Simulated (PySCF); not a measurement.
C7H16BNS.
Geometry (PBE0-D3(BJ)/def2-SVP, Å), atoms numbered from 1 in this order:
```xyz
26
C7H16BNS angstrom
C      2.9183    0.4964   -0.0787
C      2.2832   -0.7612   -0.5926
S      3.1644   -1.9498   -1.2760
C      0.7974   -0.9009   -0.4095
C      0.4319   -1.1153    1.0969
B     -0.6712    0.0267    1.4463
N     -1.2520    0.3466   -0.0625
C     -2.1818   -0.7110   -0.4904
C     -1.9203    1.6503   -0.1357
C     -0.0081    0.3197   -0.8687
H      2.4192    0.8639    0.8324
H      3.9881    0.3430    0.1077
H      2.8270    1.2895   -0.8415
H      0.4958   -1.7786   -0.9979
H      1.3223   -1.0166    1.7369
H      0.0888   -2.1536    1.2271
H     -0.1581    1.0880    1.7987
H     -1.6202   -0.2870    2.1541
H     -2.4834   -0.5590   -1.5392
H     -1.7021   -1.6905   -0.3861
H     -3.0650   -0.6885    0.1590
H     -1.2213    2.4280    0.1941
H     -2.2612    1.8584   -1.1627
H     -2.7825    1.6457    0.5435
H      0.5240    1.2522   -0.6397
H     -0.2427    0.3094   -1.9465
```

Definitions: NICS(0) = −σiso at the ring centroid; NICS(1) = −σiso and NICS(1)zz = −σzz at ±1 Å along the ring normal z. Level: GIAO HF/pcSseg-1 (PySCF, non-relativistic, gas phase) on the PBE0-D3(BJ)/def2-SVP geometry, one conformer.

Ring bond lengths (Å): C4–C5 1.565, C5–B6 1.626, B6–N7 1.648, N7–C10 1.483, C10–C4 1.533.

Question: Give the NICS values of each ring in ppm.

Answer: 
```json
{"ring": "C4–C5–B6–N7–C10", "type": "5-membered ring with B and N; formal bonds all single", "NICS(0)": "-6.0", "NICS(1), two faces": "-4.6 / -2.5", "NICS(1)zz, two faces": "-6.8 / -2.8", "rms pucker (Å)": "0.20", "centre to ring atoms, mean (Å)": "1.31"}
```

Question: What do they say, and how far can they be read as aromaticity?

Answer: 
- C4–C5–B6–N7–C10: mean NICS(1)zz -4.8 ppm, shielded. C4, C5, B6, N7, C10 have four or more neighbours, and the NICS criterion for π rings isn't applied. The two faces differ by 4.0 ppm, so no symmetry operation interchanges them.

Question: At the first NICS(1) probe listed for ring C4–C5–B6–N7–C10, 1 Å off the ring, what do the in-plane components average?

Answer: The isotropic value is a third of the trace: (3 × -4.6 − (-6.8))/2 = -3.5 ppm.

Question: How do the values depend on the level or the medium?

Answer: 
```json
{"level": "HF/pcSseg-1, gas", "NICS(0), C4–C5–B6–N7–C10": "-6.0", "mean NICS(1)zz, C4–C5–B6–N7–C10": "-4.8"}
{"level": "PBE0/pcSseg-1, gas", "NICS(0), C4–C5–B6–N7–C10": "-5.5", "mean NICS(1)zz, C4–C5–B6–N7–C10": "-4.6"}
```

The geometry is the same throughout.
